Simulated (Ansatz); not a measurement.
Cl2F2H2Si2, SMILES `F[Si](F)(Cl)[SiH2]Cl` at its PBE0-D4/def2-TZVP geometry, where that method's forces vanish. Total charge 0; spin multiplicity 1.

```xyz
8

F     0.7713    2.1112    0.2182
Si   -0.2159    0.9384    0.6097
F    -1.6837    1.4656    0.3430
Cl   -0.0219    0.5858    2.6018
Si    0.2326   -1.0025   -0.6070
Cl    0.0274   -0.5934   -2.6067
H     1.6206   -1.4447   -0.3371
H    -0.7304   -2.0606   -0.2219
```

Task: What forces (eV/Å) does B3LYP-D4/def2-TZVPP give on these atoms in the Gaussian-basis code of Ansatz? (An estimate is asked.)

Result: Ansatz gave: 
```
F1   0.148  0.171 -0.070
Si2  0.040 -0.169 -0.088
F3  -0.219  0.075 -0.051
Cl4  0.024 -0.042  0.249
Si5  0.054 -0.165  0.218
Cl6 -0.023  0.044 -0.230
H7  -0.091  0.022 -0.011
H8   0.067  0.064 -0.019
```

B3LYP here is the variant with VWN-RPA as its local correlation; programs differ in this.
